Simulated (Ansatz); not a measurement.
Cd₆Se₄Br₄, a halide-capped nanocrystal cut from zinc blende CdSe (4 Br on the cations), 14 atoms. Hardware: 2 threads of AMD EPYC 7R13 on a shared host and a share (18 GiB) of an NVIDIA H100 80GB HBM3.

In the def2 sets Cd takes a core potential; there is no spin–orbit coupling. Correlated methods freeze 72 core orbitals; core or outer-core shells of Cd, Se, Br are correlated, in sets that lack core-valence functions. Single mean-field runs in def2-SVP, def2-TZVP are fitted with def2-universal-jkfit.

(1) How many basis functions does each of these Ansatz runs have, and roughly what does it cost? B3LYP-D4/def2-TZVP, charge 1 doublet at the geometry of the charge 0 singlet, energy, from earlier orbitals; PBE0-D4/def2-TZVP, charge 0 triplet at the geometry of the charge 0 singlet, energy; RPA@PBE/def2-SVP, charge 0 singlet, energy, from earlier orbitals; PBE0-D4/def2-TZVP, charge 1 doublet at the geometry of the charge 0 singlet, energy; PBE-D4/def2-TZVP, charge 0 triplet at the geometry of the charge 0 singlet, energy, from earlier orbitals; PBE0-D4/def2-SVP, charge 0 singlet, energy, from earlier orbitals; MP2/def2-SVP, charge 0 singlet, energy, from earlier orbitals; B3LYP-D4/def2-TZVP, charge -1 doublet at the geometry of the charge 0 singlet, energy, from earlier orbitals; PBE-D4/def2-SVP, charge 0 singlet, energy, from earlier orbitals; HF/def2-TZVP, charge 0 singlet, energy, from earlier orbitals; PBE0-D4/def2-TZVP, charge -1 doublet at the geometry of the charge 0 singlet, energy; HF/STO-3G, charge 0 singlet, energy.

Answers

(1) Other jobs shared the machine, so times can vary by a factor of up to 3.

```csv
run,functions,fitting or Cholesky vectors,wall time,peak host memory (GiB)
"HF/STO-3G, charge 0 singlet, energy",306,3634,8.5 s,1
"PBE-D4/def2-SVP, charge 0 singlet, energy, from earlier orbitals",442,3658,9 s,0.98
"PBE0-D4/def2-SVP, charge 0 singlet, energy, from earlier orbitals",442,3658,12 s,0.98
"HF/def2-TZVP, charge 0 singlet, energy, from earlier orbitals",624,3658,15 s,1.1
"MP2/def2-SVP, charge 0 singlet, energy, from earlier orbitals",442,4408,16 s,1.2
"RPA@PBE/def2-SVP, charge 0 singlet, energy, from earlier orbitals",442,4408,20 s,2.4
"B3LYP-D4/def2-TZVP, charge -1 doublet at the geometry of the charge 0 singlet, energy, from earlier orbitals",624,3658,25 s,1.2
"PBE-D4/def2-TZVP, charge 0 triplet at the geometry of the charge 0 singlet, energy, from earlier orbitals",624,3658,36 s,1.3
"PBE0-D4/def2-TZVP, charge -1 doublet at the geometry of the charge 0 singlet, energy",624,3658,36 s,1.3
"PBE0-D4/def2-TZVP, charge 0 triplet at the geometry of the charge 0 singlet, energy",624,3658,55 s,1.4
"B3LYP-D4/def2-TZVP, charge 1 doublet at the geometry of the charge 0 singlet, energy, from earlier orbitals",624,3658,65 s,1.3
"PBE0-D4/def2-TZVP, charge 1 doublet at the geometry of the charge 0 singlet, energy",624,3658,72 s,1.3
```
